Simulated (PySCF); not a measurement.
PySCF was given this input:
```python
from pyscf import gto, scf, dft

mol = gto.M(
    atom='''
F    -1.22363536   -0.84799539    0.05148653
As   -0.02211217    0.42725140   -0.01934179
F     1.30471333   -0.71859307    0.01943336
''',
    basis='3-21g',
    spin=1,
    verbose=4,
)

mf = dft.UKS(mol)
mf.xc = 'blyp'
mf.disp = 'd4'
mf.kernel()
mf.analyze()
```

Question: What is the computed nuclear repulsion energy (BLYP-D4/3-21G (PySCF))?

Answer: 196.1841 Eh

Question: What number of basis functions does BLYP-D4/3-21G give?

Answer: 40

Question: What is the computed HOMO energy (BLYP-D4/3-21G)?

Answer: -4.15 eV

Question: What <S^2> does BLYP-D4/3-21G give?

Answer: 0.750

These values belong to the state on which the SCF converged, which isn't shown to be the lowest.
